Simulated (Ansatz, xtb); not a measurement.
## Relative energy of two isomers of C6H3BrN2

Structure I: `C#Cc1cnc(Br)nc1`, a singlet. Structure II: `C#Cc1cc(Br)ncn1`, a singlet. Both are isolated molecules in the gas phase, relaxed with PBE-D3(BJ)/def2-SVP.

Quicker runs give these differences E(II) − E(I): GFN2-xTB +4.88 kJ/mol; HF/STO-3G +5.46 kJ/mol (at GFN2-xTB geometries); r2SCAN-D4/def2-SVP +2.05 kJ/mol (at GFN2-xTB geometries).

Task: Estimate E(II) − E(I) at the level CCSD(T)/def2-SVP + ΔMP2/def2-TZVPP.

Result: CCSD(T)/def2-SVP + ΔMP2/def2-TZVPP gives E(II) − E(I) = −2.53 kJ/mol, slightly favouring structure II, which is too small a margin to settle the true order.

The same difference at several levels:

| level | geometry | E(II) − E(I) (kJ/mol) | departure from the last row (kJ/mol) | job, with rough time for the two |
| --- | --- | --- | --- | --- |
| GFN2-xTB | GFN2-xTB | +4.88 | +7.42 | optimisation, 0.19 s |
| HF/STO-3G | GFN2-xTB | +5.46 | +7.99 | single point, 1.1 s |
| r2SCAN-D4/def2-SVP | GFN2-xTB | +2.05 | +4.59 | single point, 5.8 s |
| PBE-D3(BJ)/def2-SVP | PBE-D3(BJ)/def2-SVP | +2.54 | +5.08 | optimisation, 31 s |
| HF/def2-SVP | PBE-D3(BJ)/def2-SVP | +2.83 | +5.36 | part of the CCSD(T) run |
| MP2/def2-SVP | PBE-D3(BJ)/def2-SVP | −3.23 | −0.70 | part of the CCSD(T) run |
| CCSD(T)/def2-SVP | PBE-D3(BJ)/def2-SVP | −0.79 | +1.75 | single point |
| CCSD(T)/def2-SVP + ΔMP2/def2-TZVPP | PBE-D3(BJ)/def2-SVP | −2.53 |  | single point, 3.6 min |

As drawn, both hold the same kinds of bond in the same numbers.

The largest departure from CCSD(T)/def2-SVP + ΔMP2/def2-TZVPP is that of HF/STO-3G, 7.99 kJ/mol. The last row adds to CCSD(T) the change of the MP2 difference between the two basis sets, here −1.75 kJ/mol.

With thermal terms from frequencies at re-optimised GFN2-xTB minima (ideal gas, soft modes damped towards free rotors, one conformer each, 298.15 K, 1 atm): on the last row, ΔE + ΔZPE = −2.34, ΔH = −2.39, ΔG = −4.60 kJ/mol.

The correlated steps freeze 17 core orbitals; the filled d shell of Br is correlated, in a basis made for valence electrons. Run with Ansatz 0.2.0, xtb 6.7.1; the last row on 2 threads of Intel(R) Xeon(R) Platinum 8488C (Sapphire Rapids) on a shared host.
